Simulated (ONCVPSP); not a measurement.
**Varying the ONCV potential for hafnium**

Base potential:

- Element: hafnium (Hf)
- Generator: ONCVPSP 4.0.1
- Type: optimised norm-conserving Vanderbilt (ONCV)
- Functional: PBEsol
- Relativity: scalar-relativistic
- Frozen core: [Kr] 4d10
- Valence charge: 26
- Reference configuration: 4f14 5s2 5p6 5d2 6s2
- Partial waves: 5s+6s: rc 2.20 bohr, ncon 4, nbas 7, qcut 4.8 1/bohr, 2 projectors; 5p: rc 1.90 bohr, ncon 5, nbas 9, qcut 8.2 1/bohr, 1 projector; 5d: rc 2.65 bohr, ncon 4, nbas 9, qcut 5.4 1/bohr, 2 projectors, debl 3 Ha; 4f: rc 1.10 bohr, ncon 5, nbas 10, qcut 13.2 1/bohr, 2 projectors, debl 2.5 Ha
- Local potential: polynomial inside 0.85 bohr (lpopt 3, dvloc0 4 Ha)
- Core correction: Teter function, fcfact 5.25, rcfact 1.1

All-electron outer shells of the reference configuration (PBEsol, scalar-relativistic, ld1.x):

```csv
shell,level (eV),outermost node (bohr),outermost maximum (bohr)
4d,-206.51,0.23,0.47
5s,-67.04,0.55,1.01
5p,-35.59,0.60,1.16
4f,-16.86,–,0.45
6s,-5.13,1.37,2.89
5d,-2.71,0.67,1.69
```

Cutoffs, loose and tight: the cutoffs (Ha) at which the residual kinetic energy of the hardest occupied pseudo-wave falls to 1 and 0.1 mHa per electron. They do not see the model core or the augmentation charge, which bear on the density cutoff. Test errors are all-electron minus pseudo excitation energies from the reference, over the configurations 4f14 5s2 5p6 5d2 6s1; 4f14 5s2 5p6 5d2 6s0; 4f14 5s2 5p6 5d1 6s0; 4f13 5s2 5p6 5d3 6s2. A dash means not determined; rows that change the core or the reference have their own tests. The largest error is taken over the tests solved by every variant that gives reliable tests at all: 4f13 5s2 5p6 5d3 6s2; 4f14 5s2 5p6 5d2 6s0; 4f14 5s2 5p6 5d2 6s1.

A true bound ghost makes a file unfit for plane-wave use even where its test errors are small: the radial tests pick states by their node count and pass the ghost by.

```
    change    outcome  cutoff, loose  cutoff, tight  bound ghosts  GHOST(+) flags above zero  largest test error (meV)
      base  generated         304 Ha         355 Ha             s                          d                      +256
p: rc 1.94  generated         304 Ha         355 Ha             s                          d                      +266
p: rc 2.24  generated         304 Ha         355 Ha             s                          d                      +327
p: rc 2.42  generated         304 Ha         355 Ha             s                          d                      +340
 p: rc 2.7  generated         304 Ha         355 Ha             s                          d                      +373
```

Q: What comes out with this change to the base: p: rc 1.36?

A: outcome: generated; cutoff, loose: 304 Ha; cutoff, tight: 355 Ha; bound ghosts: s; GHOST(+) flags above zero: p, d; largest test error (meV): +163.

Q: What comes out with this change to the base: p: rc 1.64?

A: outcome: generated; cutoff, loose: 304 Ha; cutoff, tight: 355 Ha; bound ghosts: s; GHOST(+) flags above zero: d; largest test error (meV): +199.

Reading the sweep of the p radius (base included, trends over the rows without a ghost): Bound ghosts are found at 1.36, 1.64, 1.9, 1.94, 2.24, 2.42, 2.7 bohr. Every judged row has one, so this setting neither creates nor removes them.
